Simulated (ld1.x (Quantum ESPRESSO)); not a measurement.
Sn (Z = 50): excitation energies, all-electron against TM

- Element: Sn
- Generator: ld1.x (Quantum ESPRESSO) 7.5
- Type: norm-conserving Troullier–Martins (Kleinman–Bylander form)
- Functional: PBEsol
- Relativity: scalar-relativistic
- Frozen core: [Ar] 3d10 4s2
- Valence charge: 20
- Reference configuration: 4p6 4d10 5s2 5p0 (charge +2)
- Partial waves: 5s (bound): rc 1.75 bohr; 4d (bound): rc 1.65 bohr; 4p (bound): rc 1.25 bohr
- Local potential: the p channel
- Core correction: none

Energies are relative to the spin-unpolarised reference configuration 4p6 4d10 5s2 5p0; without spin polarisation the order of configurations can differ from experiment.

**Question.** Give the all-electron excitation energy and the error of the potential for: 4p6 4d10 5s2 5p2; 4p6 4d10 5s2 5p1; 4p6 4d10 5s1 5p0; 4p6 4d10 5s0 5p4; 4p6 4d9 5s2 5p3; 4p5 4d10 5s2 5p2; 4p6 4d10 5s1 5p2.

**Answer.**

```csv
valence configuration,charge,ΔE all-electron (eV),error AE − PS (meV)
4p6 4d10 5s2 5p2,0,-20.869,+367
4p6 4d10 5s2 5p1,+1,-13.972,+245
4p6 4d10 5s1 5p0,+3,31.014,-8.7
4p6 4d10 5s0 5p4,0,-6.622,+833
4p6 4d9 5s2 5p3,0,3.530,+821
4p5 4d10 5s2 5p2,+1,76.521,+585
4p6 4d10 5s1 5p2,+1,-6.284,+505
```

Levels in the configuration 4p6 4d10 5s2 5p2:

```tsv
level	all-electron (eV)	pseudo (eV)
4p	-89.564	-89.221
4d	-25.792	-25.502
5s	-10.595	-10.451
5p	-3.709	-3.777
```

ld1.x printed “convergence not achieved” for 6 of the counted tests; their residual had stalled under 1e-8, short of the target of 1e-14.

Note: ghost state, extra bound levels that the all-electron valence spectrum of the same l lacks: s at -87.6 eV. A true bound ghost makes a file unfit for plane-wave use.
